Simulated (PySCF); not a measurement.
Compound: C3H9ClSSi2.
Geometry (GFN2-xTB, Å), atoms numbered from 1 in this order:
```xyz
16
C3H9ClSSi2 angstrom
C     -2.7767    0.4971    1.4069
C     -2.3084   -0.2202    0.3977
Si    -0.8078    0.2410   -0.6381
C      0.4293   -1.2039   -0.4903
S      1.9276   -0.9672   -1.5203
Si     3.0517    0.4955   -0.4417
Cl     2.8211    0.2441    1.5444
H     -2.3086    1.4194    1.7099
H     -3.6446    0.2031    1.9777
H     -2.8263   -1.1371    0.1399
H     -1.1625    0.4001   -2.0516
H     -0.1798    1.4643   -0.1247
H      0.7597   -1.3723    0.5328
H     -0.0022   -2.1324   -0.8585
H      2.5928    1.8373   -0.7721
H      4.4272    0.2399   -0.8235
```

Theory: PySCF 2.14.0, density-fitted response routines, TDDFT wB97X-D/def2-SVPD, vertical, gas phase, core orbitals frozen in the response.

Transition dipole moments from the ground state, in atomic units and in the frame of the coordinates above (overall signs are arbitrary), for the states with f of 0.002 or more among the lowest 7:

```json
{"state": "S1", "E (hartree)": "0.1898", "μx": "0.052", "μy": "-0.080", "μz": "-0.133"}
{"state": "S2", "E (hartree)": "0.2245", "μx": "-0.266", "μy": "0.348", "μz": "-0.037"}
{"state": "S3", "E (hartree)": "0.2363", "μx": "0.567", "μy": "-0.062", "μz": "-0.265"}
{"state": "S4", "E (hartree)": "0.2490", "μx": "0.196", "μy": "-0.032", "μz": "0.053"}
{"state": "S5", "E (hartree)": "0.2554", "μx": "-0.070", "μy": "-0.022", "μz": "-0.083"}
{"state": "S6", "E (hartree)": "0.2584", "μx": "0.799", "μy": "-0.130", "μz": "-0.536"}
{"state": "S7", "E (hartree)": "0.2653", "μx": "0.422", "μy": "-0.010", "μz": "-0.071"}
```

Q: What oscillator strength does each state have?

A: f = (2/3) ΔE |μ|² with ΔE in hartree (27.2114 eV).

```csv
state,|μ|² (au),|μ| (D),f
S1,0.027,0.42,0.003
S2,0.193,1.12,0.029
S3,0.395,1.60,0.062
S4,0.042,0.52,0.007
S5,0.012,0.28,0.002
S6,0.943,2.47,0.162
S7,0.183,1.09,0.032
```

Q: Which bond between heavy atoms lies closest to the direction of the S6 transition dipole?

A: C4–S5, at 15° from it; next C2–Si3 at 22°.

Q: What angle do the transition dipoles of S2 and S6 make?

A: |cos θ| = |μa·μb| / (|μa| |μb|) = 0.56, so θ ≈ 56° (taken between 0 and 90°, since the signs are arbitrary).

Q: How is the summed strength of these states shared among x, y and z?

A: (2/3) Σ ΔE μα² gives 0.210 for x, 0.023 for y and 0.065 for z, 0.298 in all.

Q: What peak molar absorption coefficient would the strongest computed level give as a lone Gaussian band 0.5 eV wide at half height?

A: ε(max) = 2.175×10⁸ f / FWHM, with the width in cm⁻¹. S6: 2.175×10⁸ × 0.1625 / 4033 ≈ 8800 L mol⁻¹ cm⁻¹.

One conformer stands for the species.
